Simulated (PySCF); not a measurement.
Simulation results for BFH₃OSi, AlB₂FH₃, AlBFH₃N, BFH₃Si

All values are calculated (PySCF 2.14.0). Calculation on a computer-drawn molecule: optimised geometry and harmonic frequencies of an isolated molecule of the commonest isotopes, restricted reference for singlets and unrestricted otherwise, frozen core in MP2.

(1) BFH₃OSi

Start structure:
```xyz
7
BFH3OSi
F     -2.2725    -0.3010     0.7738
B     -1.1541    -0.8265     1.1735
O     -0.1546    -0.9262     0.1896
Si     0.8424    -0.9695    -0.9965
H     -0.9340    -1.2100     2.2673
H      1.7241     0.1706    -1.1947
H      0.8619    -2.1586    -1.8343
```

| Item | Value |
| --- | --- |
| charge | 1 |
| multiplicity | 1 |
| method | MP2 |
| basis | cc-pV(D+d)Z |
| rotational constants | 31.88, 2.633, 2.514 GHz |
| total energy | -490.0460 hartree |
| convergence status largest gradient component | 3.042e-05 hartree/bohr |

Drawn bonds:
```tsv
atom	other atom	order
1	2	1
2	3	1
3	4	1
2	5	1
4	6	1
4	7	1
```

Optimised structure:
```xyz
7
BFH3OSi
F     -2.3226    -0.2951     0.8153
B     -1.1787    -0.8196     1.1815
O     -0.1853    -0.9065     0.1592
Si     0.8604    -0.9718    -1.0123
H     -0.9051    -1.2193     2.2667
H      1.7571     0.1681    -1.1930
H      0.8874    -2.1771    -1.8386
```

Modes:
```tsv
frequency (cm⁻¹)	reduced mass (dalton)
33.31	3.165
86.64	8.291
170.5	1.224
462.3	12
703.7	1.196
751.8	1.193
775.5	3.78
922.9	1.591
985.5	1.112
1100	1.226
1279	10.31
1374	7.429
2383	1.026
2443	1.064
2839	1.103
```

(2) BFH₃OSi

Start structure:
```xyz
7
BFH3OSi
F     -1.5908    -3.3038     0.9472
B     -0.8781    -2.2278     0.5010
O     -0.2032    -1.5343     1.4376
Si     0.3100    -1.1724     2.8877
H     -0.8236    -1.9751    -0.6380
H      0.3857     0.2980     2.9236
H     -0.4862    -1.8843     3.8910
```

| Property | Result |
| --- | --- |
| charge | 0 |
| multiplicity | 2 |
| method | HF |
| basis | cc-pV(D+d)Z |
| rotational constants | 17.79, 3.497, 2.97 GHz |
| total energy | -489.7841 hartree |
| spin squared | 0.7529 |
| convergence status largest gradient component | 8.373e-06 hartree/bohr |

Drawn bonds:
```tsv
atom	other atom	order
1	2	1
2	3	1
3	4	1
2	5	1
4	6	1
4	7	1
```

Optimised structure:
```xyz
7
BFH3OSi
F     -1.0560    -3.4693     0.9752
B     -0.8668    -2.2321     0.5051
O     -0.3107    -1.3054     1.2949
Si     0.2508    -1.2800     2.8722
H     -1.2019    -1.9883    -0.6127
H      0.7498     0.0893     3.1134
H     -0.8514    -1.6139     3.8018
```

Modes:
```tsv
frequency (cm⁻¹)	reduced mass (dalton)
78.54	1.135
124.1	7.496
194.4	2.55
591.9	5.129
743.7	5.7
782.9	1.269
871.9	1.204
1002	1.218
1004	1.389
1152	1.781
1243	2.551
1460	7.42
2302	1.031
2327	1.053
2802	1.097
```

(3) BFH₃OSi

Start structure:
```xyz
7
BFH3OSi
F     -1.0560    -3.4693     0.9752
B     -0.8668    -2.2321     0.5051
O     -0.3107    -1.3054     1.2949
Si     0.2508    -1.2800     2.8722
H     -1.2019    -1.9883    -0.6127
H      0.7498     0.0893     3.1134
H     -0.8514    -1.6139     3.8018
```

| Item | Value |
| --- | --- |
| charge | 0 |
| multiplicity | 2 |
| method | MP2 |
| basis | cc-pV(D+d)Z |
| rotational constants | 16.11, 3.627, 3.007 GHz |
| total energy | -490.3152 hartree |
| spin squared | 0.753 |
| convergence status largest gradient component | 5.412e-06 hartree/bohr |

Drawn bonds:
```tsv
atom	other atom	order
1	2	1
2	3	1
3	4	1
2	5	1
4	6	1
4	7	1
```

Optimised structure:
```xyz
7
BFH3OSi
F     -1.0580    -3.4489     1.0492
B     -0.8667    -2.2227     0.5102
O     -0.2899    -1.2343     1.2421
Si     0.2551    -1.2877     2.8564
H     -1.2146    -2.0243    -0.6211
H      0.7499     0.0757     3.1531
H     -0.8619    -1.6574     3.7600
```

Modes:
```tsv
frequency (cm⁻¹)	reduced mass (dalton)
95.5	1.133
126.9	7.322
194.3	2.539
563.8	5.071
709	5.957
741.4	1.269
821.5	1.206
944.6	1.658
956.8	1.057
1101	1.679
1178	2.757
1399	7.247
2261	1.03
2296	1.054
2740	1.097
```

(4) AlB₂FH₃

Start structure:
```xyz
7
AlB2FH3
F      0.7600     1.0225    -3.4248
B      0.8986     0.1914    -2.3395
B      0.0814    -0.0733    -1.0612
Al    -0.6277    -0.7571     0.7441
H      1.7785    -0.5404    -2.5002
H     -0.1890    -0.2139     2.1753
H     -1.6431    -1.8961     0.8897
```

| Property | Result |
| --- | --- |
| charge | 0 |
| multiplicity | 2 |
| method | HF |
| basis | cc-pV(D+d)Z |
| rotational constants | 35.71, 1.748, 1.667 GHz |
| total energy | -392.4424 hartree |
| spin squared | 0.7573 |
| convergence status largest gradient component | 4.262e-05 hartree/bohr |

Drawn bonds:
```tsv
atom	other atom	order
1	2	1
2	3	1
3	4	1
2	5	1
4	6	1
4	7	1
```

Optimised structure:
```xyz
7
AlB2FH3
F      0.4105     0.1062    -3.5894
B      1.0001     0.1805    -2.3892
B      0.2197    -0.2750    -0.9891
Al    -0.6795    -0.8228     0.8226
H      2.1304     0.5948    -2.3609
H      0.1393    -0.6805     2.1671
H     -2.1617    -1.3702     0.8223
```

Modes:
```tsv
frequency (cm⁻¹)	reduced mass (dalton)
116.2	4.364
126.5	3.242
202.5	1.337
325.6	2.747
445.1	2.32
606.2	3.218
606.3	1.17
827.1	1.074
861.8	1.646
979.6	3.713
1143	1.807
1349	4.223
1988	1.052
1991	1.031
2688	1.089
```

(5) AlB₂FH₃

Start structure:
```xyz
7
AlB2FH3
F      0.4105     0.1062    -3.5894
B      1.0001     0.1805    -2.3892
B      0.2197    -0.2750    -0.9891
Al    -0.6795    -0.8228     0.8226
H      2.1304     0.5948    -2.3609
H      0.1393    -0.6805     2.1671
H     -2.1617    -1.3702     0.8223
```

| Item | Value |
| --- | --- |
| charge | 0 |
| multiplicity | 2 |
| method | MP2 |
| basis | cc-pV(D+d)Z |
| rotational constants | 36.69, 1.724, 1.647 GHz |
| total energy | -392.8240 hartree |
| spin squared | 0.7573 |
| convergence status largest gradient component | 2.918e-05 hartree/bohr |

Drawn bonds:
```tsv
atom	other atom	order
1	2	1
2	3	1
3	4	1
2	5	1
4	6	1
4	7	1
```

Optimised structure:
```xyz
7
AlB2FH3
F      0.4295     0.1172    -3.6247
B      0.9864     0.1760    -2.3930
B      0.1968    -0.2821    -0.9981
Al    -0.6789    -0.8230     0.8265
H      2.1255     0.5877    -2.3172
H      0.1600    -0.6718     2.1568
H     -2.1604    -1.3710     0.8332
```

Modes:
```tsv
frequency (cm⁻¹)	reduced mass (dalton)
105.2	4.338
132.6	3.261
206.9	1.34
307.2	2.445
422.7	2.524
581.8	1.171
585.2	3.239
787.4	1.077
814.8	1.675
953.4	3.19
1097	1.85
1321	5.019
1968	1.024
1977	1.061
2619	1.089
```

(6) AlBFH₃N

Start structure:
```xyz
7
AlBFH3N
F     -2.5156    -0.3143     0.7382
B     -1.7830    -1.4363     0.8488
N     -0.4226    -1.3411     0.3434
Al     0.8476    -2.5715     0.2548
H     -2.1467    -2.3261     1.5461
H     -0.3122    -0.3863    -0.1490
H      1.8732    -3.6065     0.2423
```

| Item | Value |
| --- | --- |
| charge | 1 |
| multiplicity | 1 |
| method | HF |
| basis | cc-pV(D+d)Z |
| rotational constants | 46.55, 2.564, 2.43 GHz |
| total energy | -422.0967 hartree |
| convergence status largest gradient component | 2.03e-05 hartree/bohr |

Drawn bonds:
```tsv
atom	other atom	order
1	2	1
2	3	1
3	4	1
2	5	1
3	6	1
4	7	1
```

Optimised structure:
```xyz
7
AlBFH3N
F     -2.5688    -0.4043     0.8285
B     -1.7098    -1.3912     0.8792
N     -0.4222    -1.2372     0.2456
Al     0.7392    -2.5161     0.2903
H     -1.9727    -2.4168     1.4406
H     -0.2769    -0.3450    -0.2061
H      1.7518    -3.6715     0.3465
```

Modes:
```tsv
frequency (cm⁻¹)	reduced mass (dalton)
99.87	4.15
145	4.48
417.7	1.855
441.8	2.393
446.3	1.186
721.6	1.25
925	3.907
998.2	1.528
1145	2.205
1194	1.937
1231	1.557
1500	3.498
2180	1.05
2742	1.097
3724	1.075
```

(7) BFH₃Si

Start structure:
```xyz
6
BFH3Si
F     -1.7969    -0.3870    -0.1516
B     -0.8499     0.7104     0.1917
Si     0.7769     0.8742    -0.8576
H     -0.8572     1.0328     1.3434
H      1.5786     1.9829    -0.2285
H      0.3753     0.9839    -2.2988
```

| Property | Result |
| --- | --- |
| charge | -1 |
| multiplicity | 1 |
| method | HF |
| basis | aug-cc-pV(D+d)Z |
| rotational constants | 41.91, 4.44, 4.103 GHz |
| total energy | -414.8334 hartree |
| convergence status largest gradient component | 4.518e-05 hartree/bohr |

Drawn bonds:
```tsv
atom	other atom	order
1	2	1
2	3	1
2	4	1
3	5	1
3	6	1
```

Optimised structure:
```xyz
6
BFH3Si
F     -1.8912    -0.1376    -0.1743
B     -0.7844     0.5707     0.2467
Si     0.8953     0.7605    -0.8153
H     -0.8893     0.8939     1.4196
H      1.4155     2.1316    -0.4182
H      0.4809     0.9781    -2.2600
```

Modes:
```tsv
frequency (cm⁻¹)	reduced mass (dalton)
262.4	4.334
280.9	1.315
408.9	1.214
572.8	1.885
747.2	1.642
834.6	1.521
1011	1.106
1080	2.707
1228	1.72
2069	1.048
2087	1.032
2510	1.087
```

(8) BFH₃Si

Start structure:
```xyz
6
BFH3Si
F     -1.8912    -0.1376    -0.1743
B     -0.7844     0.5707     0.2467
Si     0.8953     0.7605    -0.8153
H     -0.8892     0.8939     1.4196
H      1.4155     2.1316    -0.4182
H      0.4809     0.9781    -2.2600
```

| Property | Result |
| --- | --- |
| charge | -1 |
| multiplicity | 1 |
| method | MP2 |
| basis | aug-cc-pV(D+d)Z |
| rotational constants | 42.49, 4.469, 4.104 GHz |
| total energy | -415.2471 hartree |
| convergence status largest gradient component | 2.366e-05 hartree/bohr |

Drawn bonds:
```tsv
atom	other atom	order
1	2	1
2	3	1
2	4	1
3	5	1
3	6	1
```

Optimised structure:
```xyz
6
BFH3Si
F     -1.9260    -0.1887    -0.1551
B     -0.8116     0.5910     0.2504
Si     0.7996     0.8384    -0.8192
H     -0.8671     0.8770     1.4414
H      1.4799     2.1233    -0.4154
H      0.5521     0.9562    -2.3035
```

Modes:
```tsv
frequency (cm⁻¹)	reduced mass (dalton)
244.9	3.267
286.9	1.177
355.2	1.422
556.9	1.677
716.9	1.932
749.9	1.546
948.6	1.147
990.2	2.434
1146	1.769
2124	1.038
2126	1.043
2475	1.088
```
